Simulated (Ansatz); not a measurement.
Gas-phase electronic energies from Ansatz, PBE0-D4/def2-TZVP geometries. CCSD(T)/CBS adds triple-zeta CCSD(T) − MP2 to the extrapolated MP2 energy (def2 sets, frozen cores). DFT in def2-TZVPP. B3LYP here is the variant with VWN-RPA as its local correlation; programs differ in this. For Ga outer-core shells are correlated without core-valence functions, which leaves a few kJ/mol of doubt a bond. Scalar relativity is left out up to krypton. One conformer a species, not always the lowest.

Consider the redistribution: `[NH2][Ga]([SH])[SH]` + `F[SiH]([SiH3])O[SiH3]` → `[F][Ga]([SH])[SH]` + `N[SiH]([SiH3])O[SiH3]`.

`[NH2][Ga]([SH])[SH]`:

Z-matrix (Å, degrees):
```
N
Ga 1 1.807
H 1 1.005 2 122.8
H 1 1.005 2 122.8 3 161.9
S 2 2.200 1 118.3 3 10.0
S 2 2.200 1 118.3 3 -171.9
H 5 1.342 2 94.2 1 178.4
H 6 1.342 2 94.2 1 -178.5
```

`F[SiH]([SiH3])O[SiH3]`:

Cartesian coordinates in Å:
```
F 1.153 -2.149 0.042
Si -0.161 -1.271 0.297
Si -0.943 -0.518 -1.783
O 0.223 -0.028 1.267
Si 0.901 1.457 1.422
H -1.114 -2.136 1.032
H -2.144 0.336 -1.581
H -1.314 -1.677 -2.638
H 0.106 0.281 -2.471
H 0.199 2.176 2.512
H 0.754 2.211 0.149
H 2.341 1.319 1.753
```

`[F][Ga]([SH])[SH]`:

```xyz
6

F     0.226   -1.957   -0.785
Ga    0.148   -0.294   -0.244
S    -1.229    0.135    1.394
S     1.441    1.116   -1.288
H    -1.609   -1.153    1.466
H     1.022    2.153   -0.542
```

`N[SiH]([SiH3])O[SiH3]`:

Z-matrix (Å, degrees):
```
Si
Si 1 2.343
O 1 1.647 2 108.4
N 1 1.708 2 107.3 3 125.0
H 1 1.484 2 113.7 3 -116.9
H 2 1.488 1 111.4 3 42.9
H 2 1.488 1 110.9 3 164.1
H 2 1.492 1 109.5 3 -76.7
Si 3 1.634 1 141.5 2 88.4
H 4 1.006 1 122.7 2 160.2
H 4 1.006 1 122.7 2 -39.1
H 9 1.483 3 108.4 1 -164.3
H 9 1.487 3 110.6 1 75.8
H 9 1.489 3 110.6 1 -44.5
```

```
             level  ΔE (kcal/mol)
            PBE-D4            6.4
          B3LYP-D4            7.6
           ωB97X-V            7.7
           ωB97M-V            7.7
     HF/def2-TZVPP            9.2
SCS-MP2/def2-TZVPP            9.0
    MP2/def2-QZVPP            9.8
     MP2/CBS(def2)           10.2
```

What does CCSD(T)/CBS give? (An estimate is asked.)

Computed: +10.0 kcal/mol. The listed levels differ from it by -3.6, -2.4, -2.3, -2.3, -0.8, -1.0, -0.2, 0.2 kcal/mol.

Largest T1 diagnostic among the species: 0.013.

From PBE to PBE0 (25 % exact exchange), in def2-TZVPP and without D4, ΔE moves by +0.9 kcal/mol.
